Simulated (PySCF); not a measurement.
## A small calculation by hand: oscillator strength and radiative lifetime

Ta(NH)(Cl)2(NH2) (Cl₂H₃N₂Ta), SMILES [NH]=[Ta]([NH2])([Cl])[Cl], multiplicity 1.

Geometry: PBE0-D3(BJ)/def2-SVP. The multiplicity is an assumed one; no other spin state was optimised. The structure was generated by enumeration; whether it is a known compound was not checked. The def2 effective core potentials stand for the cores of Ta; spin–orbit coupling is left out. One conformer was computed; it need not be the lowest.

TDA-PBE/def2-SVPD (PySCF 2.14.0) puts the first singlet state with f over 0.02 at 5.86 eV (vertical), with the transition dipole (0.000, 0.000, 0.435) in atomic units.

Find the oscillator strength, the wavelength and the radiative lifetime that this transition would have in vacuum if emission retraced absorption.


|μ|² = 0.1892 au, so |μ| = 1.11 D. ΔE = 5.86/27.211 = 0.2154 hartree. f = (2/3) ΔE |μ|² = 0.027 (the program prints 0.027).
λ = 1239.84/5.86 = 212 nm; ν = 47264 cm⁻¹.
Einstein's coefficient A = 0.6670 ν² f s⁻¹ (ν in cm⁻¹) = 4.0e7 s⁻¹, so τ = 1/A = 25 ns. This state is S9; the lower singlets have f = 0.003, 0.016, 0.004, 0.013, 0.000, 0.002, 0.001, 0.002. The figure is the radiative limit of this one transition; relaxation, internal conversion, crossing to triplets and a medium change what is measured.
